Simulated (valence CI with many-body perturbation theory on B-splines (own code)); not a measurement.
**Which ion has this spectrum?**

A relativistic CI+MBPT calculation for an atom or ion with 14 electrons gives these levels (eV):

| J | Parity | E | g |
| --- | --- | --- | --- |
| 0 | even | 0.0 |  |
| 1 | even | 510.4 | 1.49 |
| 2 | even | 520.5 | 1.16 |
| 2 | odd | 702.5 | 1.51 |
| 1 | odd | 731.9 | 1.05 |
| 2 | odd | 753.4 | 0.75 |
| 1 | odd | 803.6 | 0.88 |
| 2 | odd | 892.1 | 1.28 |
| 3 | odd | 893.7 | 1.10 |
| 1 | even | 950.3 | 0.45 |
| 2 | even | 958.6 | 1.11 |
| 2 | even | 1039.0 | 1.31 |
| 0 | even | 1061.4 |  |
| 3 | even | 1083.6 | 1.34 |

The energies are calculated, and their last digits are not significant.

(1) Which is it?
A. Pb68+
B. Hg66+
C. Bi69+
D. Au65+

Answers

(1) B. Hg66+, ground level (3s^2 3p1/2^2) J=0.
